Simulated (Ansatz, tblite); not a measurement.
Isomers of Ag₇Se⁺ (singlet), found by a short tight-binding search and relaxed with PBE0-D4/def2-SVP in Ansatz.

In the def2 sets Ag takes a core potential; there is no spin–orbit coupling. The xTB rows come from tblite. LC-ωPBE has ω = 0.4 bohr⁻¹. Correlated methods freeze 9 core orbitals; core or outer-core shells of Ag, Se are correlated, in sets that lack core-valence functions.

Other spin states weren't relaxed.

A:

Cartesian coordinates in Å:
```
Ag -1.386 -0.220 -0.754
Ag 0.123 -0.672 1.620
Ag -0.966 2.369 1.548
Ag 0.827 -1.681 -1.038
Ag 0.244 0.213 -3.068
Ag -1.254 -2.763 0.557
Ag 1.072 1.217 -0.679
Se 1.340 1.536 1.815
```

B:

```xyz
8

Ag   -1.7662    0.0365    2.0703
Ag   -0.1271    1.4372    0.2495
Ag    1.9946    0.3127   -1.3751
Ag    1.0404   -0.3884    2.1736
Ag   -0.2721   -1.2240   -0.3157
Ag   -2.5613    0.4500   -0.5975
Ag   -0.5418    0.9309   -2.4970
Se    2.2334   -1.5548    0.2919
```

C:

```xyz
8

Ag   -0.001    2.798    1.445
Ag   -0.191   -1.756   -0.046
Ag    0.066   -0.230   -3.422
Ag   -0.977    0.218    1.744
Ag    1.755    0.714    0.840
Ag   -2.019   -2.275    1.861
Ag   -0.241    1.208   -0.879
Se    1.608   -0.677   -1.542
```

D:

```xyz
8

Ag    0.678   -1.367   -2.176
Ag   -0.425   -1.036    0.606
Ag   -0.847    1.579    1.236
Ag   -1.465    0.335   -1.537
Ag    1.292    0.999   -0.820
Ag   -3.146    0.202    0.607
Ag    2.362   -1.350    0.312
Se    1.551    0.638    1.772
```

**Question.** Estimate which lies lowest at each level, and how far above it the others are (kcal/mol).

**Answer.** 
```tsv
level	A	B	C	D
GFN1-xTB	0.3	0.0	2.9	3.0
LDA (SPW92)/def2-TZVP	0.0	1.6	7.3	3.1
PBE-D4/def2-SVP	0.0	4.3	4.3	4.3
PBE-D4/def2-TZVP	0.0	3.9	5.4	4.2
r2SCAN-D4/def2-TZVP	0.0	4.1	5.2	4.0
PBE0-D4/def2-SVP	0.0	7.1	2.0	4.3
PBE0-D4/def2-TZVP	0.0	6.8	3.2	4.2
LC-ωPBE/def2-TZVP	0.0	12.5	2.0	6.8
RPA@PBE/def2-TZVP	0.0	5.0	4.8	3.0
```
Point groups (tolerance 0.1 Å): A Cs, B Cs, C not assigned, D not assigned. Lower isomers may exist.
